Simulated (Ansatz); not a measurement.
`[SiH3][SnH]([Cl])[Cl]` + `C#CC(C)C` → `C#[C][SnH]([Cl])[Cl]` + `CC(C)[SiH3]` at 500 K and 1 bar (formal exchange of groups at the Sn–Si bond).

Computed with Ansatz on PBE0-D4/def2-TZVP structures; ΔE is electronic, products minus reactants. CCSD(T)/CBS adds triple-zeta CCSD(T) − MP2 to the extrapolated MP2 energy (def2 sets, frozen cores). def2 core potentials past Kr. For Sn outer-core shells are correlated without core-valence functions, which leaves a few kJ/mol of doubt a bond.

| species | CCSD(T)/CBS energy (Eh) | H − E (kJ/mol) | S (J/(mol·K)) |
| --- | --- | --- | --- |
| `[SiH3][SnH]([Cl])[Cl]` | -1425.15460 | 137.6 | 452.8 |
| `C#CC(C)C` | -195.01939 | 341.1 | 381.6 |
| `C#[C][SnH]([Cl])[Cl]` | -1210.91086 | 118.9 | 434.1 |
| `CC(C)[SiH3]` | -409.25569 | 357.4 | 395.6 |

H − E and S are ideal-gas, rigid-rotor, harmonic terms from PBE0-D4/def2-TZVP. 1 Eh = 2625.50 kJ/mol, R = 8.31446 J/(mol·K).

Task: By hand: ΔE, ΔH, ΔS and ΔG.

Result: ΔE = (-1210.91086) + (-409.25569) − (-1425.15460) − (-195.01939) = 0.00744 Eh = 19.5 kJ/mol. Δ(H − E) = 118.9 + 357.4 − 137.6 − 341.1 = -2.4, so ΔH = 17.1 kJ/mol. ΔS = 434.1 + 395.6 − 452.8 − 381.6 = -4.7 J/(mol·K). ΔG = 17.1 − 500 × (-4.7)/1000 = 19.5 kJ/mol.

Task: By hand: the equilibrium constant, and the temperature at which ΔG would vanish if ΔH and ΔS stayed fixed.

Result: log₁₀ K = −ΔG/(RT ln 10) = -2.0. ΔH and −TΔS have one sign here, so there is no such temperature. One of them is within its doubt of zero, so this could turn.

The number of gas molecules stays the same, so ΔS is small and ΔH decides. A doubt of 5 kJ/mol in ΔE shifts log₁₀ K by 0.5 here. These are equilibria of isolated gas molecules and say nothing of rates. Largest T1 diagnostic: 0.012 (customary marks: 0.02 for closed shells, 0.045 for open ones).
